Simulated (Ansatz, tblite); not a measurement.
Cost and result up the ladder for the cluster Ca₂O⁺ (the lowest doublet isomer of a short search) (3 atoms). Charge 1, multiplicity 2. Geometry: B3LYP-D4/def2-TZVP.

```tsv
atom	x (Å)	y (Å)	z (Å)
Ca1	-0.170	-0.364	1.949
Ca2	0.171	0.363	-1.949
O3	-0.001	0.002	0.000
```

Ansatz on 4 threads of Arm Neoverse V1 on a shared host; xTB runs through tblite on one thread. Times are rough, summed over both states, and most runs start from the orbitals of an earlier one. RPA@PBE/def2-TZVP serves as the yardstick here, not as an exact answer. The other state is a quartet at its own geometry, which has other bonds, so the gap mixes isomer and spin.

The xTB rows come from tblite. HSE06 is defined as in plane-wave codes, on full-range PBE exchange. Correlated methods freeze 11 core orbitals; core or outer-core shells of Ca are correlated, in sets that lack core-valence functions. In CCSD on the charge 1 doublet the largest single amplitude is 0.39, so its Hartree–Fock determinant may place the open shell otherwise than the density functionals do. HOMO above LUMO, or a gap near zero within one spin, warns that the state may not be the lowest or that an electron is smeared out. The structure comes from a short search, and lower isomers may exist.

Run but left out: HF/STO-3G (doublet: ⟨S²⟩ 1.76, where a pure state has 0.75); HF/def2-TZVP, HF/def2-TZVPP, MP2/def2-TZVP, MP2/def2-TZVPP (doublet: a determinant that CCSD turns far, T1 0.060).

Correlated methods converge slowly with the basis.

xTB has no spin-polarisation term.

```
                         level  functions  wall time  quartet − doublet (eV)  difference from RPA@PBE/def2-TZVP (eV)                                  remarks
                      GFN2-xTB         22    0.004 s                    2.83                                    0.41                                        –
                      GFN1-xTB         22    0.005 s                    4.07                                    1.65                                        –
         LDA (SPW92)/def2-TZVP        103      3.1 s                    4.30                                    1.87  gap within one spin near zero (quartet)
            HSE06-D4/def2-TZVP        103      7.4 s                    3.18                                    0.76                                        –
           revPBE-D4/def2-TZVP        103      7.5 s                    3.47                                    1.05                                        –
PBE-D4/def2-TZVP (with forces)        103      7.7 s                    3.67                                    1.24                                        –
             BLYP-D4/def2-TZVP        103      7.9 s                    3.46                                    1.04                                        –
             RPA@PBE/def2-TZVP        103       10 s                    2.42                                    0.00                                        –
           r2SCAN-D4/def2-TZVP        103       13 s                    3.40                                    0.98                                        –
          r2SCAN0-D4/def2-TZVP        103       15 s                    2.95                                    0.53                                        –
            CCSD(T)/def2-TZVPP        103       16 s                    2.67                                    0.25               large T1 (0.060) (doublet)
             PBE0-D4/def2-TZVP        103       18 s                    3.14                                    0.72                                        –
```
